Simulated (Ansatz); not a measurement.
`F[Si]([SiH3])([SiH3])Cl` → `F[Si]Cl` + `[SiH3][SiH3]` at 600 K and 1 bar (silylene formation by 1,1-elimination).

Program: Ansatz. Geometries: PBE0-D4/def2-TZVP. ΔE: electronic, gas phase. CCSD(T)/CBS is the MP2 limit (def2-TZVPP, def2-QZVPP) plus CCSD(T) − MP2 in def2-TZVPP, frozen cores. This one scheme is used for every species.

| species | CCSD(T)/CBS energy (Eh) | H − E (kJ/mol) | S (J/(mol·K)) |
| --- | --- | --- | --- |
| `F[Si]([SiH3])([SiH3])Cl` | -1430.51902 | 222.6 | 524.0 |
| `F[Si]Cl` | -848.72390 | 37.4 | 311.4 |
| `[SiH3][SiH3]` | -581.74359 | 174.5 | 343.9 |

H − E and S are ideal-gas, rigid-rotor, harmonic terms from PBE0-D4/def2-TZVP. 1 Eh = 2625.50 kJ/mol, R = 8.31446 J/(mol·K).

**Question.** By hand: ΔE, ΔH, ΔS and ΔG.

**Answer.** ΔE = (-848.72390) + (-581.74359) − (-1430.51902) = 0.05153 Eh = 135.3 kJ/mol. Δ(H − E) = 37.4 + 174.5 − 222.6 = -10.7, so ΔH = 124.6 kJ/mol. ΔS = 311.4 + 343.9 − 524.0 = 131.3 J/(mol·K). ΔG = 124.6 − 600 × (131.3)/1000 = 45.8 kJ/mol.

**Question.** By hand: the equilibrium constant, and the temperature at which ΔG would vanish if ΔH and ΔS stayed fixed.

**Answer.** log₁₀ K = −ΔG/(RT ln 10) = -4.0. ΔG = 0 at ΔH/ΔS = 949 K.

The number of gas molecules changes by +1, which sets the sign of ΔS. A doubt of 5 kJ/mol in ΔE shifts log₁₀ K by 0.4 here. These are equilibria of isolated gas molecules and say nothing of rates. Largest T1 diagnostic: 0.014 (customary marks: 0.02 for closed shells, 0.045 for open ones).
